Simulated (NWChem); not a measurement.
# PGMEA (C6H12O3); SMILES C(C)(=O)OC(C)COC

```xyz
21

C      1.0760    -3.3307    -0.3182
O      0.2007    -2.3771     0.2439
C      0.2851    -1.1153    -0.3857
C     -0.6684    -0.1644     0.3400
C     -2.1225    -0.6020     0.2726
O     -0.5835     1.1335    -0.3063
C      0.3720     1.9897     0.1316
C      0.2917     3.3003    -0.6181
O      1.1708     1.7305     1.0049
H      2.1281    -3.0139    -0.2379
H      0.8497    -3.5148    -1.3811
H      0.9411    -4.2608     0.2400
H      0.0012    -1.1848    -1.4504
H      1.3103    -0.7179    -0.3305
H     -0.3341    -0.0569     1.3750
H     -2.7618     0.0906     0.8291
H     -2.4690    -0.6343    -0.7666
H     -2.2219    -1.6019     0.7037
H      0.4121     3.1283    -1.6928
H      1.0722     3.9722    -0.2596
H     -0.6918     3.7588    -0.4702
```
Atoms are numbered in this order, from 1.

Computed with NWChem. Coordinates come from a B3LYP/6-31G* (spherical d) optimisation. Not confirmed as a minimum by frequencies. Level: PBE0/def2-SVP with SMD (1 M gas to 1 M solution), gas-phase geometry.

```tsv
solvent	dielectric constant	solvation free energy (kcal/mol)	cavity-dispersion-structure term (kcal/mol)	dipole in solution (D)
water	78.4	-4.2	6.0	3.04
2-propanol	19.3	-6.9	1.3	2.88
ethanol	24.9	-7.0	2.0	2.94
anisole	4.22	-5.5	-1.7	2.52
methanol	32.6	-7.1	2.8	3.02
toluene	2.37	-5.3	-2.5	2.41
```
